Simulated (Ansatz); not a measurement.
The inner images of a band of BFH6OSi (10 atoms, charge 0, multiplicity 1) are given out of order.

The calculation used RKS PBE0-D4/6-31G* in Ansatz.

First end point:

```xyz
10
Properties=species:S:1:pos:R:3
B -0.143 -0.073 0.158
F -0.627 0.077 1.435
H 0.843 0.568 -0.110
H -0.989 -0.215 -0.707
O 0.465 -1.674 0.198
Si -0.748 -2.840 -0.163
H -0.200 -4.129 0.337
H -2.013 -2.513 0.529
H -0.884 -2.851 -1.633
H 0.949 -1.797 1.029
```

Last end point:

```xyz
10
Properties=species:S:1:pos:R:3
B 0.083 -0.147 -0.758
F 0.180 -1.695 2.677
H 0.631 0.844 -0.367
H -0.291 -0.278 -1.894
O -0.117 -1.147 0.139
Si -0.871 -2.653 -0.097
H 0.093 -3.708 0.288
H -2.088 -2.697 0.744
H -1.223 -2.763 -1.537
H 0.257 -1.203 1.877
```

Q: Put them in order from the first end to the last, with their energies above the first end.
A.
```xyz
10
Properties=species:S:1:pos:R:3
B 0.317 -0.365 -0.101
F -0.501 0.390 1.098
H 1.456 -0.011 -0.035
H -0.314 -0.236 -1.116
O 0.039 -1.650 0.644
Si -0.787 -2.944 -0.051
H 0.051 -3.523 -1.129
H -1.009 -3.937 1.029
H -2.091 -2.489 -0.605
H -0.508 -0.682 1.338
```
B.
```xyz
10
Properties=species:S:1:pos:R:3
B 0.077 0.032 0.006
F -0.318 0.636 1.172
H 1.242 0.155 -0.280
H -0.746 -0.019 -0.878
O 0.047 -1.659 0.574
Si -0.755 -2.990 -0.128
H 0.231 -4.072 -0.367
H -1.791 -3.453 0.831
H -1.344 -2.511 -1.394
H 0.010 -1.567 1.538
```
C.
```xyz
10
Properties=species:S:1:pos:R:3
B 0.448 -0.486 -0.450
F -0.988 0.035 1.746
H 1.305 0.275 -0.106
H -0.281 -0.266 -1.379
O 0.348 -1.663 0.237
Si -0.739 -2.907 -0.112
H -0.106 -3.826 -1.091
H -0.990 -3.614 1.168
H -2.003 -2.353 -0.658
H -0.341 -0.642 1.717
```
D.
```xyz
10
Properties=species:S:1:pos:R:3
B 0.387 -0.398 -0.670
F -0.786 -0.520 2.438
H 1.095 0.484 -0.276
H -0.127 -0.383 -1.756
O 0.180 -1.446 0.173
Si -0.793 -2.808 -0.109
H 0.044 -3.846 -0.762
H -1.264 -3.279 1.211
H -1.926 -2.423 -0.987
H -0.157 -0.828 1.811
```
E.
```xyz
10
Properties=species:S:1:pos:R:3
B 0.212 -0.265 -0.741
F -0.191 -1.112 2.781
H 0.817 0.682 -0.328
H -0.143 -0.363 -1.885
O -0.073 -1.255 0.145
Si -0.844 -2.741 -0.138
H 0.208 -3.768 -0.331
H -1.667 -3.049 1.050
H -1.683 -2.613 -1.357
H 0.016 -0.964 1.875
```

A: B (+1.9 kcal/mol), A (+18.1 kcal/mol), C (+10.7 kcal/mol), D (+10.3 kcal/mol), E (+9.8 kcal/mol).

Time of the run: 8.4 min on 1 thread of Arm Neoverse V2, with other jobs on the host, peak memory 0.15 GiB.
